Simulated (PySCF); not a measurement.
A run for PySCF: R-M06-2X/def2-TZVPP on HIPbS (SMILES [SH][Pb][I]), a point of a torsion scan. Elements past Kr take the def2 small-core potentials; no spin–orbit coupling.

```python
from pyscf import gto, dft

mol = gto.M(
    atom='''
    S    -1.61678624    0.41524275   -0.10763960
    Pb    0.69679607    1.20264916   -0.78131193
    I     2.22093026    0.20514134    1.25556099
    H    -1.33226292   -0.69454631    0.55054379
    ''',
    basis='def2-tzvpp',
    ecp={'I': 'def2-tzvpp', 'Pb': 'def2-tzvpp'},
    charge=0, spin=0, verbose=4, max_memory=1800)
mf = dft.RKS(mol, xc='m062x').density_fit(auxbasis='def2-universal-jkfit')
mf.grids.level = 4
mf.conv_tol = 1e-9
mf.max_cycle = 150
mf.kernel()
mf.dip_moment()
```

What total energy does the run end on?

-889.2632 hartree.
